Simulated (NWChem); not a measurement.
BeCl2

SMILES: [Cl][Be][Cl]
```xyz
3

Be     0.0000     0.0000     0.0000
Cl     0.0000     0.0000     1.8144
Cl     0.0000     0.0000    -1.8144
```
Charge 0, spin multiplicity 1.

All runs are NWChem calculations. Structure: optimised with PBE/def2-SVP, a minimum by its harmonic frequencies.

Symmetry labels belong to the abelian group D2h used in the runs, with the axes of the coordinates shown; states degenerate in a higher group split over its labels.

The structure started from a generated list of species.

### Question
List the lowest 3 singlet excitations that TD-PBE/def2-SVPD gives, with oscillator strengths.

### Answer
```
state  symmetry  energy (eV)  wavelength (nm)      f
-----  --------  -----------  ---------------  -----
1           b3g         7.05              176  0.000
2           b2g         7.05              176  0.000
3            au         7.06              176  0.000
```
